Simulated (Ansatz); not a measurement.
A search over several starts for the lowest SCF solution of Tl2H2⁻ at the given spin, in a small basis.

```yaml
crystal:
  periodic: [false, false, false]
  atoms:
    - {symbol: Tl, position_ang: [0.683021, 1.137400, -0.852027]}
    - {symbol: Tl, position_ang: [-1.189315, -0.644954, 0.809727]}
    - {symbol: H, position_ang: [-0.176129, -0.778130, -1.033055]}
    - {symbol: H, position_ang: [0.682424, 0.285684, 1.075354]}
basis:
  gaussian: {orbitals: def2-SVP, initial_orbitals: start.molden}
total_charge: -1
magnetization: {spin_polarized: true, initial_magnetization: 1}
hamiltonian: {xc: pbe0, dispersion: d4}
output: {orbitals: {seedname: orbitals}}
```

The file start.molden holds the orbitals of an earlier run on this structure, at another level or in another basis.

```sh
$ ansatz run in.yaml --threads 4 --pin off --events-out ev --progress --plain --max-ram 3916MiB
```

Shortened log:

```
Functional definition: PBE0
808 factors; integrals over basis functions are off by at most 3.8e-4 eV
mean field evaluation 1: about -9410.4193 eV, gradient 7.0e1 eV
mean field evaluation 2: about -9416.2839 eV, gradient 8.4e0 eV
mean field evaluation 4: about -9421.3391 eV, gradient 3.9e0 eV
mean field evaluation 8: about -9421.6477 eV, gradient 3.4e-2 eV
mean field evaluation 16: about -9421.6274 eV, gradient 4.4e-1 eV
mean field -9421.64768754 eV, -346.2391662950 hartree, gradient 1.8e-5 eV, S^2 0.753304; 1 other end points of the search recorded, 0 dependent functions left out
reference -9421.64771286 eV, -346.2391672256 hartree; 23, 22 occupied and 39, 40 virtual orbitals, 808 factors
Total energy: -9421.73163813 eV, -346.2422514221 hartree
```

Run time 0.8 s (4 threads of AMD EPYC 9R45 on a shared host).

In the def2 sets Tl takes a core potential; there is no spin–orbit coupling. The highest occupied level of the charge -1 doublet lies above zero (up to 0.70 eV). By energy differences its removal costs 0.83 eV (vertical, to the charge 0 singlet, at CCSD(T)/def2-TZVPPD). The structure comes from a short search, and lower isomers may exist.
